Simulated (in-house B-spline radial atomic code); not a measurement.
How G0W0 and RPA depend on the start: Fe IX (Fe8+)

Configuration [Ne] 3s2 3p6. Computed with an all-electron radial atomic-structure program (B-spline basis): all electrons, non-relativistic, point nucleus, each spin shell either full or empty, empty states to l = 9 with an (l + 1/2)⁻⁴ tail; G0W0 by contour deformation at full frequency.

| start | mean-field 3p (eV) | G0W0 (eV) | QP weight | RPA correlation (Eh) |
| --- | --- | --- | --- | --- |
| Hartree-Fock | -233.76 | -234.46 | 0.977 | -1.1416 |
| LDA VWN5 | -219.88 | -234.00 | 0.959 | -1.2818 |
| PBE | -219.98 | ? | ? | ? |
| PBE0 | -223.82 | -234.09 | 0.965 | -1.2388 |
| r2SCAN | -221.26 | -234.07 | 0.962 | -1.258 |
| HSE06 | -223.37 | -234.09 | 0.965 | -1.2421 |
| B3LYP (VWN-RPA) | -223.07 | -234.06 | 0.964 | -1.2472 |
| SCAN | -221.31 | -234.04 | 0.962 | -1.2572 |
| TPSS | -220.36 | -233.96 | 0.960 | -1.2719 |
| BHandHLYP | -227.44 | -234.24 | 0.970 | -1.2032 |
| CAM-B3LYP | -225.06 | -234.13 | 0.967 | -1.2311 |
| LC-wPBE | -225.81 | -234.14 | 0.967 | -1.2315 |
| wB97X | -226.02 | -234.02 | 0.968 | -1.2242 |
| PBEsol | -219.80 | -233.95 | 0.959 | -1.2803 |
| BLYP | -219.81 | -233.91 | 0.959 | -1.2803 |
| r2SCAN0 | -224.69 | -234.18 | 0.967 | -1.225 |
| LDA exchange-only | -217.74 | ? | ? | ? |

Problem. What G0W0 level, weight and RPA correlation energy follow from the LDA exchange-only start?

Solution. G0W0 level -234.03 eV, weight 0.958, RPA correlation -1.2812 hartree.

Problem. What G0W0 level, weight and RPA correlation energy follow from the PBE start?

Solution. G0W0 level -233.92 eV, weight 0.959, RPA correlation -1.2796 hartree.

Problem. How much of the dependence on the start does G0W0 remove?

Solution. The mean-field levels span 16 eV and the G0W0 levels 0.554 eV. Against 233.6 ± 0.4 eV (NIST, semi-empirical) the G0W0 removal energies are off by +0.31 to +0.86 eV, with relativity, Breit and QED terms left out.
